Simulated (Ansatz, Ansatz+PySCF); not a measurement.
```yaml
atoms:
  - { symbol: B, position_ang: [0.0000, 0.0000, -1.0311] }
  - { symbol: Si, position_ang: [0.0000, 0.0000, 1.0311] }
```

Basis set: def2-SVP (spherical functions). Correlated methods keep 6 orbitals frozen. Correlation on ROHF uses semicanonical orbitals with singles. Charge 0, multiplicity 4.

Computed with Ansatz (development build ahead of 0.2.0); each method stands on the lowest determinant of its kind that the runs found.

The atomization energy at this shape (free ground-state atoms in the same class of orbitals less the molecule, no zero-point energy) of quartet BSi:

```json
{"method": "UHF-CCSD(T)", "atomization energy": "2.95 eV"}
{"method": "ROHF-MP2", "atomization energy": "3.04 eV"}
{"method": "UHF-MP2", "atomization energy": "3.01 eV"}
{"method": "ROHF", "atomization energy": "2.24 eV"}
```

(1) What does UHF give?

Results:

(1) 2.13 eV.
